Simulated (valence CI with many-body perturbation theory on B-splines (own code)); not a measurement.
## E1 line list for Hf⁴¹⁺

Calculated by configuration interaction combined with many-body perturbation theory (CI+MBPT): three valence electrons over a frozen Dirac-Fock core [Ar] 3d10, a basis of 11 s, 11 p, 10 d, 8 f, 5 g, 2 h functions for each j, with the one-electron correlation potential Σ1 (screened to all orders), the two-electron term Σ2, the three-electron term Σ3, Breit, model QED; selected single and double excitations, second order for the rest, scaled by the run's own slope (own B-spline code, finite nucleus).

No measured spectrum was set against this ion. As an estimate, large intervals hold to a few tenths of a per cent, small ones and those within an open d or f shell to about a per cent.

Lines 1 to 50 of 550 in falling wavelength, among levels below 765.24 eV, chosen from the strongest by gf and those to the six lowest levels. Wavelengths and rates use the calculated energies. Electric multipoles are in the length gauge, E1 and E2 with the static RPA response of the core. Weak lines are less certain than strong ones. Lines between different terms over intervals too small for the method are left out, as are lines whose strength nearly cancels. Where a level lies close to another of its J and parity, the split of strength between their lines is uncertain. The highest levels of a list are the least certain.

Levels are named by their leading jj configuration (3d3/2^4 stands for four electrons in 3d with j = 3/2), which in mixed levels can hold well under half, so a name can repeat and another be missing. Letters in brackets count levels of one name in rising energy.

| λ vac (nm) | Upper | Lower | A (s⁻¹) | S (a.u.) |
| --- | --- | --- | --- | --- |
| 180.0 | (4s 4p1/2^2) J=1/2 | (4s^2 4p3/2) J=3/2 | 1.57e+05 | 9.03e-04 |
| 15.64 | (4s 4p1/2 4p3/2) J=3/2 [a] | (4s^2 4p3/2) J=3/2 | 2.01e+09 | 1.52e-02 |
| 14.46 | (4p1/2 4p3/2 4d5/2) J=7/2 [b] | (4s 4p3/2 4d5/2) J=5/2 [b] | 1.21e+10 | 1.45e-01 |
| 14.21 | (4s 4p1/2 4p3/2) J=5/2 | (4s^2 4p3/2) J=3/2 | 1.24e+10 | 1.05e-01 |
| 13.94 | (4p1/2 4d3/2 4d5/2) J=9/2 | (4s 4d3/2 4d5/2) J=9/2 | 1.01e+10 | 1.35e-01 |
| 13.91 | (4s 4p1/2 4f7/2) J=9/2 | (4s^2 4f7/2) J=7/2 | 1.27e+10 | 1.69e-01 |
| 13.52 | (4s 4p1/2^2) J=1/2 | (4s^2 4p1/2) J=1/2 | 2.61e+10 | 6.36e-02 |
| 13.49 | (4p1/2 4p3/2 4f7/2) J=11/2 | (4p3/2^2 4d5/2) J=9/2 | 1.17e+10 | 1.70e-01 |
| 13.44 | (4p1/2^2 4p3/2) J=3/2 | (4s 4p1/2 4p3/2) J=3/2 [b] | 1.48e+10 | 7.12e-02 |
| 13.20 | (4p1/2 4p3/2 4f5/2) J=9/2 | (4s 4p3/2 4f5/2) J=7/2 [b] | 1.41e+10 | 1.61e-01 |
| 12.91 | (4p1/2^2 4f5/2) J=5/2 | (4s 4p1/2 4f5/2) J=3/2 | 2.12e+10 | 1.35e-01 |
| 12.79 | (4p1/2 4p3/2 4f5/2) J=9/2 | (4s 4d5/2^2) J=9/2 | 1.57e+10 | 1.63e-01 |
| 12.77 | (4p1/2^2 4d5/2) J=5/2 | (4s 4p1/2 4d5/2) J=5/2 [b] | 2.38e+10 | 1.46e-01 |
| 12.69 | (4p1/2 4p3/2 4d5/2) J=3/2 [a] | (4s 4p3/2 4d5/2) J=5/2 [a] | 3.05e+10 | 1.23e-01 |
| 12.67 | (4p1/2 4d5/2^2) J=7/2 | (4s 4p3/2 4f7/2) J=9/2 [a] | 2.72e+10 | 2.19e-01 |
| 12.57 | (4s 4p1/2 4p3/2) J=3/2 [b] | (4s^2 4p3/2) J=3/2 | 1.67e+10 | 6.54e-02 |
| 12.48 | (4p1/2^2 4f5/2) J=5/2 | (4s 4p1/2 4f5/2) J=5/2 [b] | 2.70e+10 | 1.55e-01 |
| 12.46 | (4p1/2 4d5/2^2) J=9/2 | (4s 4p3/2 4f7/2) J=9/2 [a] | 2.09e+10 | 2.00e-01 |
| 12.41 | (4p1/2 4p3/2 4f7/2) J=7/2 [c] | (4s 4p3/2 4f7/2) J=9/2 [b] | 2.27e+10 | 1.71e-01 |
| 12.41 | (4p1/2^2 4f7/2) J=7/2 | (4s 4p1/2 4f7/2) J=5/2 | 2.95e+10 | 2.22e-01 |
| 12.30 | (4p1/2 4p3/2 4f7/2) J=9/2 [a] | (4s 4p3/2 4f7/2) J=11/2 | 3.73e+10 | 3.43e-01 |
| 12.26 | (4p1/2^2 4d5/2) J=5/2 | (4s 4p1/2 4d5/2) J=7/2 | 4.90e+10 | 2.68e-01 |
| 12.25 | (4s 4p1/2 4p3/2) J=1/2 | (4s^2 4p3/2) J=3/2 | 2.37e+10 | 4.30e-02 |
| 12.21 | (4p1/2 4p3/2 4f7/2) J=11/2 | (4s 4p3/2 4f7/2) J=11/2 | 2.36e+10 | 2.54e-01 |
| 12.20 | (4p1/2 4p3/2 4f7/2) J=7/2 [b] | (4s 4d5/2^2) J=9/2 | 2.52e+10 | 1.80e-01 |
| 12.19 | (4p1/2^2 4f7/2) J=7/2 | (4s 4p1/2 4f7/2) J=9/2 | 4.28e+10 | 3.06e-01 |
| 12.18 | (4p1/2^2 4d3/2) J=3/2 | (4s 4p1/2 4d3/2) J=5/2 | 5.36e+10 | 1.91e-01 |
| 12.18 | (4p1/2 4d3/2 4d5/2) J=7/2 [b] | (4s 4d3/2 4d5/2) J=9/2 | 2.82e+10 | 2.01e-01 |
| 12.11 | (4p1/2^2 4f7/2) J=7/2 | (4s 4p1/2 4f7/2) J=7/2 [b] | 2.09e+10 | 1.47e-01 |
| 11.96 | (4p1/2^2 4p3/2) J=3/2 | (4s 4p1/2 4p3/2) J=5/2 | 5.89e+10 | 1.99e-01 |
| 11.73 | (4p1/2 4p3/2 4d5/2) J=7/2 [a] | (4s 4p3/2 4d5/2) J=9/2 | 3.16e+10 | 2.02e-01 |
| 11.58 | (4p1/2 4p3/2 4d5/2) J=9/2 | (4s 4p3/2 4d5/2) J=9/2 | 2.54e+10 | 1.94e-01 |
| 11.20 | (4p1/2 4p3/2 4d5/2) J=5/2 [a] | (4s 4p3/2 4d3/2) J=7/2 | 2.66e+10 | 1.11e-01 |
| 11.11 | (4p1/2^2 4p3/2) J=3/2 | (4s 4p1/2 4p3/2) J=3/2 [a] | 1.57e+10 | 4.25e-02 |
| 9.757 | (4s 4p1/2 4d3/2) J=3/2 [a] | (4s 4p1/2 4p3/2) J=3/2 [b] | 1.39e+10 | 2.55e-02 |
| 9.287 | (4s 4p1/2 4d3/2) J=5/2 | (4s 4p1/2 4p3/2) J=3/2 [b] | 3.64e+08 | 8.64e-04 |
| 8.953 | (4s 4p1/2 4d3/2) J=3/2 [a] | (4s 4p1/2 4p3/2) J=5/2 | 5.69e+09 | 8.06e-03 |
| 8.661 | (4p1/2 4d3/2 4d5/2) J=9/2 | (4p1/2 4p3/2 4d5/2) J=9/2 | 4.18e+10 | 1.34e-01 |
| 8.556 | (4s 4p1/2 4d3/2) J=5/2 | (4s 4p1/2 4p3/2) J=5/2 | 1.72e+10 | 3.19e-02 |
| 8.494 | (4s 4d5/2 4f7/2) J=11/2 [a] | (4s 4p3/2 4f7/2) J=9/2 [b] | 2.60e+10 | 9.44e-02 |
| 8.480 | (4s 4p1/2 4d3/2) J=1/2 | (4s 4p1/2 4p3/2) J=3/2 [b] | 2.83e+09 | 1.70e-03 |
| 8.466 | (4s 4p1/2 4d3/2) J=3/2 [a] | (4s 4p1/2 4p3/2) J=3/2 [a] | 4.55e+09 | 5.45e-03 |
| 8.435 | (4s 4p1/2 4d3/2) J=3/2 [b] | (4s 4p1/2 4p3/2) J=3/2 [b] | 1.28e+10 | 1.52e-02 |
| 8.135 | (4s 4p1/2 4d5/2) J=5/2 [a] | (4s 4p1/2 4p3/2) J=3/2 [b] | 1.65e+09 | 2.63e-03 |
| 8.109 | (4s 4p1/2 4d3/2) J=5/2 | (4s 4p1/2 4p3/2) J=3/2 [a] | 1.92e+09 | 3.03e-03 |
| 8.086 | (4s^2 4d3/2) J=3/2 | (4s^2 4p3/2) J=3/2 | 1.25e+09 | 1.31e-03 |
| 7.915 | (4s 4d5/2 4f7/2) J=5/2 | (4s 4d5/2^2) J=3/2 | 6.20e+10 | 9.11e-02 |
| 7.888 | (4s 4d5/2 4f7/2) J=11/2 [b] | (4s 4p3/2 4f7/2) J=9/2 [b] | 2.93e+10 | 8.53e-02 |
| 7.828 | (4s 4p1/2 4d3/2) J=3/2 [b] | (4s 4p1/2 4p3/2) J=5/2 | 1.03e+09 | 9.77e-04 |
| 7.743 | (4s 4p1/2 4d5/2) J=3/2 | (4s 4p1/2 4p3/2) J=3/2 [b] | 1.15e+10 | 1.05e-02 |
